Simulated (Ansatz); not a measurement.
**Ligand exchange: SnH3F + GeH3(NH2) → SnH3(NH2) + GeH3F**

Species: SnH3F `[F][SnH3]`, singlet; GeH3(NH2), singlet; SnH3(NH2), singlet; GeH3F (fluorogermane) `[F][GeH3]`, singlet. The partners trade F for NH2: Sn–F and Ge–NH2 bonds give way to Sn–NH2 and Ge–F.

Shapes, held fixed at every level: PBE0-D4/def2-TZVP. Programs: Ansatz 0.2.0. The zero-point and thermal change to 298 K, harmonic and unscaled (PBE0-D4/def2-TZVP), is -0.4 kJ/mol.

(1) Estimate ΔH(298 K) of this reaction.

## Answers

(1) The highest level, CCSD(T)/def2-TZVPP, gives ΔH(298 K) = +3.3 kJ/mol; the levels span +3.3 to +9.2. That is about zero within the method's error. The column of differences is taken from that level and isn't an error. No measured value is set beside it here. For atoms past krypton def2 sets carry core potentials with scalar relativity. Relativity is left out for Ge unless named. Correlated rows may include outer-core shells of Ge, Sn, which these sets cover unevenly.

| level | kind | ΔH(298 K) (kJ/mol) | less CCSD(T)/def2-TZVPP |
| --- | --- | --- | --- |
| HF/def2-TZVPP | Hartree–Fock | +6.3 | +3.0 |
| r2SCAN-D4/def2-TZVPP | meta-GGA | +9.2 | +5.9 |
| wB97M-V/def2-TZVPP | range-separated hybrid | +7.4 | +4.1 |
| B2PLYP/def2-TZVPP | double hybrid | +6.4 | +3.1 |
| CCSD/def2-SVP | coupled cluster or CI | +6.9 | +3.6 |
| CCSD/def2-TZVPP | coupled cluster or CI | +3.8 | +0.5 |
| CCSD(T)/def2-TZVPP | coupled cluster or CI | +3.3 | 0.0 |
